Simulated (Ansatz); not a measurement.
Molecule: TaO3, net charge 0, doublet state. The spin state was set by rule; other spins were not relaxed. 
Coordinates optimised at B3LYP-D3(BJ)/def2-TZVP (Ansatz, a program for electronic structure):
```xyz
4

Ta     0.1283    -0.1550     0.1822
O     -0.4590    -1.4565    -0.7797
O      0.2577     1.4616    -0.8512
O     -0.9690     1.4096    -0.0319
```
Charge 0, spin multiplicity 2.

Give the harmonic wavenumbers at B3LYP-D3(BJ)/def2-TZVP (Ansatz, finite differences of forces, unscaled).

186, 238, 596, 600, 915, 993 cm⁻¹. Zero-point energy 5.0 kcal/mol.

From these and the geometry, give the ideal-gas thermochemistry at 298.15 K and 1 atm (rigid rotor, harmonic oscillator).

Point group Cs, rotational symmetry number 1. Rotational constants 10.58, 4.099, 3.71 GHz. S(trans) 42.19, S(rot) 25.11, S(vib) 5.22, S(elec, spin only) 1.38, S 73.9 cal/(mol K). H(298) - H(0) 3.31 kcal/mol; G - E(el) -13.7 kcal/mol.
